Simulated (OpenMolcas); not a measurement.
What dynamic correlation does to the levels of O2+

```
Program             : OpenMolcas 26.06
Basis               : ANO-RCC-VQZP [5s4p3d2f1g]
Scalar Hamiltonian  : DKH2, point nucleus
Active space        : 4 electrons in 8 orbitals (2s 2p 3s 3p)
State averaging     : 2S+1 = 3 even, 3 roots; 2S+1 = 1 even, 11 roots; 2S+1 = 5 odd, 1 root; 2S+1 = 3 odd, 9 roots; 2S+1 = 1 odd, 8 roots
Spin-orbit coupling : RASSI with atomic mean-field integrals over the reference wave functions, term energies averaged over their components
```

Methods on the same reference wave functions:
A. CASSCF
B. SS-CASPT2, IPEA 0.25 Eh, imaginary shift 0.1 Eh (closed shells correlated: 1s)
C. MS-CASPT2, IPEA 0.25 Eh, imaginary shift 0.1 Eh (closed shells correlated: 1s)

Energies in cm⁻¹ above 2s² 2p² ³P₀, the measured ground level; measured values from Moore, Selected Tables of Atomic Spectra, NSRDS-NBS 3, section 11.

```tsv
Level	A	B	C	Measured
2s² 2p² ³P₀	0.0	0.0	0.0	0.0
2s² 2p² ³P₁	108	107	107	113
2s² 2p² ³P₂	317	317	317	
2s² 2p² ¹D₂	22988	20660	20650	20273
2s² 2p² ¹S₀	39659	42960	42960	43186
2s 2p³ ⁵S°₂	50321	58470	58470	60325
2s 2p³ ³D°₁	123212	118650	118650	
2s 2p³ ³D°₂	123217	118650	118650	
2s 2p³ ³D°₃	123226	118660	118660	
2s 2p³ ³P°₀	143610	141980	141980	
2s 2p³ ³P°₁	143616	141990	141990	
2s 2p³ ³P°₂	143628	142000	142000	
2s 2p³ ¹D°₂	201571	188340	188340	187054
2s 2p³ ³S°₁	207954	197450	197450	197088
2s 2p³ ¹P°₁	221458	210980	210980	210462
```

Deviations, from unrounded energies. A percentage is the sum of absolute deviations over the sum of measured energies, with the sign that they share, or ± where signs differ.

| Against measurement | Levels | A | B | C |
| --- | --- | --- | --- | --- |
| mean absolute deviation (cm-1) | 7 | 7500 | 660 | 660 |
| fine structure of the ground term (%) | 1 | -4.9 | -5.1 | -5.1 |
| other terms of the ground configuration (%) | 2 | ±9.8 | ±1.0 | ±0.9 |
| other configurations (%) | 4 | ±7.1 | ±0.6 | ±0.6 |

B, C lie about equally close to measurement and A furthest from it. The largest miss of C in the table is 2s 2p³ ⁵S°₂, by -1900 cm-1. The ranking rests on the paired levels alone, and a cruder setting can come out closer through cancelling errors.

Between B and C the level of the table that moves most is 2s² 2p² ¹D₂, by 6.1 cm-1 (lowest in C, highest in B). Moves below CASPT2's spread within the term are not significant.

The two smallest mean deviations differ by little beside CASPT2's spread within terms, so their order carries little weight.

From A to B the spin-free energies of the other terms of 2s² 2p² shown, above ³P, scale by factors of 0.90 to 1.08.

The lowest spin-free term lies below A's lowest term by 0.069 hartree in B, 0.069 hartree in C.

CASPT2 breaks the degeneracy within a term, and the mean is taken; among the terms shown or strongly mixed into the levels shown the widest spread is 54 cm-1 (2s 2p³ ¹D°, C). Active for correlation alone: 3p 3s; no level in the range computed is led by a configuration that fills them, so any true level of that kind is missing. Measured partners are found by configuration, term and J. A level has none where our copy of the source lacks it or the pairing is in doubt (some pairs that miss far off the trend of their configuration count as doubtful), and it then counts in no deviation. Only configurations of the active space appear. Levels that lie high or do not pair safely by name in every column are left out.

° marks odd parity.
